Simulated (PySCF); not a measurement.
**Whose spectrum? (carbosilane and low-k precursor)**

All values: TDA PBE0/def2-SVP, gas phase, PySCF SCF with an in-house response code, fitting set def2-universal-JFIT up to Ne and JKFIT beyond, grid level 1 (kernel 0), vertical, one conformer each, geometries GFN2-xTB; core orbitals frozen in the response, virtual orbitals above 1.5 Eh left out. The lowest 6 singlets were sought, and the brightest is taken among them. The runs took 2 to 8 CPU minutes each on shared server CPUs.

One system has its HOMO at -6.54 eV, its LUMO at 0.41 eV and these singlet states:

```json
{"state": "S1", "eV": "5.83", "f": "0.012"}
{"state": "S2", "eV": "5.99", "f": "0.016"}
{"state": "S3", "eV": "6.04", "f": "0.016"}
{"state": "S4", "eV": "6.10", "f": "0.008"}
{"state": "S5", "eV": "6.16", "f": "0.010"}
{"state": "S6", "eV": "6.19", "f": "0.001"}
```

Q: Which is it?
A. C[Si]1(C)S[Si](C)(C)S[Si](C)(C)S[Si](C)(C)S1 (C8H24S4Si4)
B. C[Si]1(C)S[Si](C)(C)S[Si](C)(C)S[Si](C)(C)S[Si](C)(C)S1 (C10H30S5Si5)
C. C[Si]1(C)S[Si](C)(C)S[Si](C)(C)S[Si](C)(C)S[Si](C)(C)S[Si](C)(C)S1 (C12H36S6Si6)

A: B.

Q: How do the candidates compare?

A: 
| system | HOMO / eV | LUMO / eV | S1 / eV | f(S1) | brightest state sought / eV |
| --- | --- | --- | --- | --- | --- |
| C[Si]1(C)S[Si](C)(C)S[Si](C)(C)S[Si](C)(C)S1 | -6.66 | 0.27 | 5.73 | 0.005 | 5.73 |
| C[Si]1(C)S[Si](C)(C)S[Si](C)(C)S[Si](C)(C)S[Si](C)(C)S1 | -6.54 | 0.41 | 5.83 | 0.012 | 5.99 |
| C[Si]1(C)S[Si](C)(C)S[Si](C)(C)S[Si](C)(C)S[Si](C)(C)S[Si](C)(C)S1 | -6.62 | 0.15 | 5.61 | 0.010 | 5.99 |
